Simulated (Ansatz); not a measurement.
Series SiXY, Y = fluoro, computed as singlets and as triplets. All species are isolated molecules in the gas phase. One relaxed conformer stands for each flexible species; it need not be the lowest. Strings in code marks are SMILES.

Quantity: adiabatic spin-state energy, in kJ/mol. HF references are unrestricted for open shells and restricted for singlets. The restricted reference of `[C-]#[N+][Si]F` is unstable towards unrestricted orbitals.

A: `F[Si]S`: multiplicity 3 minus multiplicity 1
B: `[C-]#[N+][Si]F`: multiplicity 3 minus multiplicity 1
C: `O[Si]F`: multiplicity 3 minus multiplicity 1

Task: Rank these by adiabatic spin-state energy (lowest first), as frozen-core CCSD(T)/cc-pVTZ // PBE0-D3(BJ)/def2-TZVP (Ansatz, a program for electronic structure) gives it.

Result: A (220.1 kJ/mol), B (248.4 kJ/mol), C (292.1 kJ/mol)
